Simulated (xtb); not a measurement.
H11Si6, doublet, from a rough starting geometry; xtb 6.7.1 with GFN2-xTB.

Input for xtb:
```
$ xtb mol.xyz --gfn 2 --uhf 1 --opt vtight --json

# file mol.xyz
17

Si    -1.98753421     0.37845816     1.28055665
Si    -1.19355130     1.93876317    -0.06716307
Si     1.19022423     1.90620375    -0.19277137
Si     1.97868566    -0.28116926    -0.51296854
Si     0.39200049    -1.96116158    -0.72362387
Si    -1.52156490    -1.81642833     0.70550618
H     -1.63358333     0.61251034     2.64402097
H     -1.62279554     3.32387544     0.19634332
H     -1.66200688     1.70186361    -1.38382126
H      1.72377152     2.43358292     1.03748366
H      1.69049383     2.87370518    -1.27475401
H      2.89592350    -0.30646693    -1.63693444
H      2.85817475    -0.64413230     0.56512082
H      1.04626940    -3.28805814    -0.56129743
H     -0.08148308    -1.95064949    -2.06138336
H     -1.36184414    -2.68660581     1.87841422
H     -2.66135465    -2.37836982    -0.01296116
```

It wrote (shortened):

```
   ID    Z sym.   atoms
    1   14 Si     1-6
    2    1 H      7-17

           -------------------------------------------------
          |                Calculation Setup                |
           -------------------------------------------------

           -------------------------------------------------
          |                 G F N 2 - x T B                 |
           -------------------------------------------------

          ...................................................
          :                      SETUP                      :
          :.................................................:
          :  # basis functions                  71          :
          :  # atomic orbitals                  65          :
          :  # shells                           29          :
          :  # electrons                        35          :
          :  max. iterations                   250          :
          :  Hamiltonian                  GFN2-xTB          :
          :  restarted?                      false          :
          :  GBSA solvation                  false          :
          :  PC potential                    false          :
          :  electronic temp.          300.0000000     K    :
          :  accuracy                    1.0000000          :
          :  -> integral cutoff          0.2500000E+02      :
          :  -> integral neglect         0.1000000E-07      :
          :  -> SCF convergence          0.1000000E-05 Eh   :
          :  -> wf. convergence          0.1000000E-03 e    :
          :  Broyden damping             0.4000000          :
          :  net charge                          0          :
          :  unpaired electrons                  1          :
          ...................................................

 iter      E             dE          RMSdq      gap      omega  full diag
   1    -15.8671483 -0.158671E+02  0.489E+00    2.30       0.0  T
   2    -15.9976077 -0.130459E+00  0.277E+00    1.70       1.0  T
   3    -16.0015891 -0.398139E-02  0.166E+00    2.08       1.0  T
   4    -16.0029507 -0.136166E-02  0.104E+00    1.81       1.0  T
   5    -16.0049943 -0.204354E-02  0.295E-01    1.88       1.0  T
   6    -16.0050627 -0.683969E-04  0.188E-01    1.89       1.0  T
   7    -16.0050707 -0.798326E-05  0.841E-02    1.89       1.0  T
   8    -16.0050872 -0.165799E-04  0.533E-02    1.89       1.0  T
   9    -16.0050893 -0.206427E-05  0.262E-02    1.90       1.0  T
  10    -16.0050897 -0.368506E-06  0.182E-02    1.90       1.3  T
  11    -16.0050898 -0.169325E-06  0.100E-02    1.90       2.4  T
  12    -16.0050900 -0.125095E-06  0.341E-03    1.90       7.1  T
  13    -16.0050900 -0.566163E-08  0.224E-03    1.90      10.8  T
  14    -16.0050900 -0.626333E-08  0.977E-04    1.90      24.8  T
  15    -16.0050900 -0.884508E-09  0.570E-04    1.90      42.6  T

   *** convergence criteria satisfied after 15 iterations ***

         :::::::::::::::::::::::::::::::::::::::::::::::::::::
         ::                     SUMMARY                     ::
         :::::::::::::::::::::::::::::::::::::::::::::::::::::
         :: total energy             -15.851034378029 Eh    ::
         :: gradient norm              0.076677694327 Eh/a0 ::
         :: HOMO-LUMO gap              1.900687273677 eV    ::
         ::.................................................::
         :: SCC energy               -16.004979824045 Eh    ::
         :: -> isotropic ES            0.030882959242 Eh    ::
         :: -> anisotropic ES         -0.003291162378 Eh    ::
         :: -> anisotropic XC          0.009709718126 Eh    ::
         :: -> dispersion             -0.019527436404 Eh    ::
         :: repulsion energy           0.153945446016 Eh    ::
         :: add. restraining           0.000000000000 Eh    ::
         :: total charge               0.000000000000 e     ::
         :::::::::::::::::::::::::::::::::::::::::::::::::::::

      -----------------------------------------------------------
     |                   =====================                   |
     |                        A N C O P T                        |
     |                   =====================                   |
     |               Approximate Normal Coordinate               |
     |                Rational Function Optimizer                |
      -----------------------------------------------------------
      -----------------------------------------------------------
     |                   =====================                   |
     |                        A N C O P T                        |
     |                   =====================                   |
     |               Approximate Normal Coordinate               |
     |                Rational Function Optimizer                |
      -----------------------------------------------------------

          ...................................................
          :                      SETUP                      :
          :.................................................:
          :   optimization level         verytight          :
          :   max. optcycles                   340          :
          :   ANC micro-cycles                  20          :
          :   degrees of freedom                45          :
          :.................................................:
          :   RF solver                   davidson          :
          :   write xtbopt.log                true          :
          :   linear?                        false          :
          :   energy convergence         0.1000000E-06 Eh   :
          :   grad. convergence          0.2000000E-03 Eh/α :
          :   maxmium RF displ.          1.0000000          :
          :   Hlow (freq-cutoff)         0.1000000E-01      :
          :   Hmax (freq-cutoff)         5.0000000          :
          :   S6 in model hess.         20.0000000          :
          ...................................................

[...]
 * total energy  :   -15.8605336 Eh     change       -0.4627579E-05 Eh
 * total energy  :   -15.8605382 Eh     change       -0.4631394E-05 Eh
 * total energy  :   -15.8605425 Eh     change       -0.4258081E-05 Eh
 * total energy  :   -15.8605476 Eh     change       -0.5194946E-05 Eh
 * total energy  :   -15.8605529 Eh     change       -0.5257072E-05 Eh
 * total energy  :   -15.8605586 Eh     change       -0.5705534E-05 Eh
 * total energy  :   -15.8605632 Eh     change       -0.4576410E-05 Eh
 * total energy  :   -15.8605651 Eh     change       -0.1955909E-05 Eh
 * total energy  :   -15.8605658 Eh     change       -0.6202874E-06 Eh
 * total energy  :   -15.8605661 Eh     change       -0.3657697E-06 Eh
 * total energy  :   -15.8605663 Eh     change       -0.1396203E-06 Eh
 * total energy  :   -15.8605664 Eh     change       -0.9417568E-07 Eh
   *** GEOMETRY OPTIMIZATION CONVERGED AFTER 34 ITERATIONS ***
         :: total energy             -15.860566362669 Eh    ::
[...]
           -------------------------------------------------

    * Orbital Energies and Occupations

         #    Occupation            Energy/Eh            Energy/eV
      -------------------------------------------------------------
         1        2.0000           -0.7917474             -21.5445
       ...           ...                  ...                  ...
         6        2.0000           -0.5622209             -15.2988
         7        2.0000           -0.4309499             -11.7267
         8        2.0000           -0.4273580             -11.6290
         9        2.0000           -0.4237820             -11.5317
        10        2.0000           -0.4209814             -11.4555
        11        2.0000           -0.4206236             -11.4458
        12        2.0000           -0.3994405             -10.8693
        13        2.0000           -0.3917259             -10.6594
        14        2.0000           -0.3803866             -10.3508
        15        2.0000           -0.3587318              -9.7616
        16        2.0000           -0.3533127              -9.6141
        17        2.0000           -0.3387408              -9.2176
        18        1.0000           -0.2889068              -7.8616 (HOMO)
        19                         -0.2184218              -5.9436 (LUMO)
        20                         -0.2065460              -5.6204
        21                         -0.2046407              -5.5686
        22                         -0.1979042              -5.3852
        23                         -0.1957290              -5.3261
        24                         -0.1950305              -5.3071
        25                         -0.1921258              -5.2280
        26                         -0.1781599              -4.8480
        27                         -0.1669102              -4.5419
        28                         -0.1599293              -4.3519
        29                         -0.1479306              -4.0254
       ...                                ...                  ...
        65                          1.1563089              31.4648
      -------------------------------------------------------------
                  HL-Gap            0.0704850 Eh            1.9180 eV
             Fermi-level           -0.2837440 Eh           -7.7211 eV

     #   Z          covCN         q      C6AA      α(0)
     1  14 Si       2.799     0.204   187.875    30.091
     2  14 Si       3.711     0.270   102.990    19.433
     3  14 Si       3.705     0.275   102.878    19.424
     4  14 Si       3.709     0.267   103.069    19.441
     5  14 Si       3.708     0.271   102.980    19.433
     6  14 Si       3.710     0.271   102.968    19.431
     7   1 H        0.913    -0.127     6.597     4.018
     8   1 H        0.917    -0.132     6.838     4.090
     9   1 H        0.915    -0.173     8.952     4.680
    10   1 H        0.916    -0.151     7.723     4.347
    11   1 H        0.916    -0.119     6.286     3.921
    12   1 H        0.917    -0.133     6.883     4.103
    13   1 H        0.916    -0.152     7.817     4.373
    14   1 H        0.917    -0.121     6.370     3.947
    15   1 H        0.915    -0.171     8.867     4.657
    16   1 H        0.916    -0.145     7.456     4.271
    17   1 H        0.916    -0.133     6.876     4.101

 Mol. C6AA /au·bohr⁶  :       8767.267609
 Mol. C8AA /au·bohr⁸  :     417128.621141
 Mol. α(0) /au        :        173.761050

Wiberg/Mayer (AO) data.
largest (>0.10) Wiberg bond orders for each atom

 ---------------------------------------------------------------------------
     #   Z sym  total        # sym  WBO       # sym  WBO       # sym  WBO
 ---------------------------------------------------------------------------
     1  14 Si   3.089 --     2 Si   0.970     6 Si   0.966     7 H    0.895
     2  14 Si   3.799 --     1 Si   0.970     8 H    0.889     9 H    0.884
                             3 Si   0.832
     3  14 Si   3.701 --    10 H    0.893    11 H    0.892     4 Si   0.849
                             2 Si   0.832
     4  14 Si   3.703 --    12 H    0.896    13 H    0.895     5 Si   0.858
                             3 Si   0.849
     5  14 Si   3.700 --    14 H    0.895    15 H    0.892     4 Si   0.858
                             6 Si   0.829
     6  14 Si   3.792 --     1 Si   0.966    17 H    0.890    16 H    0.887
                             5 Si   0.829
     7   1 H    0.983 --     1 Si   0.895
     8   1 H    0.981 --     2 Si   0.889
     9   1 H    0.970 --     2 Si   0.884
    10   1 H    0.977 --     3 Si   0.893
    11   1 H    0.985 --     3 Si   0.892
    12   1 H    0.981 --     4 Si   0.896
    13   1 H    0.977 --     4 Si   0.895
    14   1 H    0.984 --     5 Si   0.895
    15   1 H    0.971 --     5 Si   0.892
    16   1 H    0.978 --     6 Si   0.887
    17   1 H    0.982 --     6 Si   0.890
 ---------------------------------------------------------------------------

Topologies differ in total number of bonds
Writing topology from bond orders to xtbtopo.mol

molecular dipole:
                 x           y           z       tot (Debye)
 q only:       -0.567       0.096       0.248
   full:        0.110       0.037      -0.008       0.294
molecular quadrupole (traceless):
                xx          xy          yy          xz          yz          zz
 q only:        3.435      -0.775      -3.514      -1.172       0.085       0.079
  q+dip:       -1.010      -0.249      -0.323       0.175      -0.312       1.333
   full:       -1.296      -0.509      -1.342       0.626      -0.060       2.638

optimized geometry written to: xtbopt.xyz

           -------------------------------------------------
          | TOTAL ENERGY              -15.860566362669 Eh   |
          | GRADIENT NORM               0.000387393267 Eh/α |
          | HOMO-LUMO GAP               1.917993653525 eV   |
           -------------------------------------------------

normal termination of xtb
```
